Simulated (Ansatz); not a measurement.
Calculated with Ansatz (gas phase, PBE0-D4/def2-TZVP geometries, no zero-point term in ΔE). CCSD(T)/CBS is the MP2 limit (def2-TZVPP, def2-QZVPP) plus CCSD(T) − MP2 in def2-TZVPP, frozen cores. This one scheme is used for every species. Each species was taken in one conformer, which may not be the lowest.

Reaction (ligand exchange at the Al–C bond): `CC[CH](O)[AlH2]` + `CNC` → `C[N](C)[AlH2]` + `CCCO`

```csv
level,ΔE (kJ/mol)
SCS-MP2/def2-TZVPP,-135.0
CCSD(T)/def2-TZVPP,-131.8
```

(1) What does CCSD(T)/CBS give? (Best estimate.)

Largest T1 diagnostic among the species: 0.012.

## Answers

(1) The calculation gave: -129.2 kJ/mol. The listed levels differ from it by -5.8, -2.6 kJ/mol.
